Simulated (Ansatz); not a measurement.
Cost and result for the atomization energy of F₃H₃Si₂, SMILES `F[SiH2][SiH](F)F` (8 atoms, 7 bonds).

Charge 0, multiplicity 1. All single points use the PBE0-D4/def2-TZVP geometry. It is one conformer, not always the lowest. Program: Ansatz. All runs use 4 threads of a server CPU on a shared host. Times are those of one run each, without the atoms' runs, and a repeat can differ threefold. Electronic energies, without spin–orbit coupling; frozen cores. CCSD(T)/CBS adds CCSD(T) − MP2 in def2-TZVPP to the MP2 limit, and its time is that of the two runs behind it. T1 = 0.012. B3LYP takes the VWN-RPA correlation (the form of Gaussian; ORCA's B3LYP/G).

CCSD(T)/CBS is a level of theory with its own doubt, some kJ/mol a heavy atom from the limit and from the frozen cores, so smaller differences don't rank the functionals.

```
                             level  functions  wall time  atomization (kcal/mol)  difference from CCSD(T)/CBS  per bond
   PBE-D4/def2-TZVPP (with forces)        219        1 s                   704.3                         -4.8      -0.7
                PBE0-D4/def2-TZVPP        219      1.2 s                   690.9                        -18.2      -2.6
r2SCAN-D4/def2-TZVPP (with forces)        219      1.9 s                   703.8                         -5.3      -0.8
                 B2PLYP/def2-TZVPP        219      2.2 s                   695.9                        -13.2      -1.9
  ωB97M-V/def2-TZVPP (with forces)        219      3.8 s                   703.3                         -5.8      -0.8
 B3LYP-D4/def2-TZVPP (with forces)        219      3.9 s                   698.7                        -10.4      -1.5
                ωB97X-V/def2-TZVPP        219      4.7 s                   708.0                         -1.1      -0.2
                    MP2/def2-QZVPP        401      6.5 s                   720.1                         11.0       1.6
                CCSD(T)/def2-TZVPP        219       35 s                   686.7                        -22.4      -3.2
                 CCSD(T)/CBS(def2)          –       41 s                   709.1                          0.0       0.0
```

The D4 term adds +6.1 kcal/mol with B3LYP and +3.2 kcal/mol with PBE0; it sums over pairs of atoms, weighted by their polarisabilities, and B3LYP, whose exchange is more repulsive, gets the larger term. In def2-TZVPP, CCSD(T) changes the Hartree–Fock value by +154.0 kcal/mol (the triples alone add +8.7 kcal/mol) and MP2 by +173.6 kcal/mol; breaking electron pairs costs correlation energy, which Hartree–Fock lacks. From PBE to PBE0 (25 % exact exchange), in def2-TZVPP and without D4, the atomization energy moves by −12.8 kcal/mol: exact exchange takes away binding that semilocal exchange gives to molecules.
